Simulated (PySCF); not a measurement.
Os⁷⁰⁺ (osmium, charge +70) across methods

[He] 2s2 2p2, high-spin 3P determinant. Computed with PySCF 2.14 in an even-tempered Gaussian basis (18 s from 50 bohr⁻², ratio 2.2; 13 p from 65 bohr⁻², ratio 2.2; 5 d from 240 bohr⁻², ratio 2.4; 5 f from 360 bohr⁻², ratio 2.4; 4 g from 540 bohr⁻², ratio 2.4), with scalar relativity by spin-free X2C-1e.

| method | E (hartree) | mean ε 2s α (eV) | mean ε 2s β (eV) | mean ε 2p α (eV) | Σ⟨r²⟩ (bohr²) | ⟨S²⟩ |
| --- | --- | --- | --- | --- | --- | --- |
| r2SCAN | -9148.67 | -19845.0 | -19761.1 | -18385.3 | 0.02289 | 2.000 |
| LDA | -9139.00 | -19807.1 | -19737.2 | -18353.8 | 0.02291 | 2.000 |
| PBE0 | -9148.61 | -19869.9 | -19785.2 | -18408.4 | 0.02289 | 2.000 |
| UHF | -9147.75663 | -20012.4 | -19878.7 | -18540.6 | 0.02288 | 2.000 |
| MN15 | -9159.55 | -19810.1 | -19807.8 | -18365.3 | 0.02287 | 2.000 |
| PBE | -9148.84 | -19822.0 | -19753.4 | -18364.1 | 0.02289 | 2.000 |
| r2SCAN0 | -9148.49 | -19887.0 | -19790.9 | -18424.3 | 0.02288 | 2.000 |

Spin-orbit coupling is strong in this species (close to jj coupling), so the high-spin LS determinant is a model state, not a physical level.
